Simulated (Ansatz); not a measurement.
Geometry optimisation, RHF/6-31G* (Ansatz 0.2.0).

Input:

```yaml
crystal:
  periodic: [false, false, false]
  atoms:
    - { symbol: Al, position_ang: [0.0, 0.0, 0.0] }
    - { symbol: "N", position_ang: [0.0, 0.0, 2.27] }
    - { symbol: H, position_ang: [-0.877, -0.2713, 2.8] }
    - { symbol: H, position_ang: [0.877, 0.2713, 2.8] }
    - { symbol: H, position_ang: [1.351, 0.0, -0.78] }
    - { symbol: O, position_ang: [-1.5415, 0.0, -0.89] }
    - { symbol: H, position_ang: [-2.0512, -0.8467, -0.6815] }
    - { symbol: F, position_ang: [-0.2489, 1.872, 0.6275] }
    - { symbol: H, position_ang: [-0.1681, 1.2645, 1.7547] }
basis:
  gaussian: { orbitals: "6-31G*" }
hamiltonian:
  xc: hf
relax:
  f_tol: 0.15
  max_steps: 25
  restrain:
    - { distance: [0, 7], at: 1.69, k: 30.0 }
    - { distance: [8, 1], at: 1.06, k: 30.0 }
    - { distance: [0, 1], at: 3.12, k: 30.0 }
    - { distance: [8, 7], at: 2.12, k: 30.0 }
output:
  orbitals: {}
```

Command:

```bash
$ ansatz run input.yaml --threads 1 --pin off --max-ram 2048MiB --backend cpu --events-out ev --progress --plain --runs-dir out
```

Problem. Where does it end, and by what steps?

Solution. It converged. The restraints hold the end off the free minimum. After 9 steps the energy has fallen by 2.706 eV (the restraints' own energy left out); H7 moved furthest, 0.68 Å. Joined: N2–H9 (1.38 → 1.03 Å).

| step | energy less start (eV) | largest force component (eV/Å) | accepted |
| --- | --- | --- | --- |
| 0 | 0.0000 | 3.743 | yes |
| 1 | -0.8762 | 5.212 | yes |
| 2 | -1.8448 | 4.167 | yes |
| 3 | -2.1919 | 3.319 | yes |
| 4 | -2.3526 | 2.734 | yes |
| 5 | -2.4664 | 1.866 | yes |
| 6 | -2.5742 | 1.543 | yes |
| 7 | -2.6315 | 1.547 | yes |
| 8 | -2.6939 | 1.067 | yes |
| 9 | -2.7059 | 1.081 | yes |

```xyz
9
Properties=species:S:1:pos:R:3
Al -0.171 0.428 -0.481
N 0.017 0.166 2.603
H -0.803 -0.035 3.143
H 0.815 0.057 3.195
H 1.174 -0.162 -1.031
O -1.700 -0.192 -0.846
H -1.811 -1.016 -1.297
F -0.147 1.895 0.313
H -0.033 1.148 2.303
```

The run took 11 s on 1 thread of Intel(R) Xeon(R) 6975P-C (Granite Rapids) (shared host), peak memory 0.16 GiB.
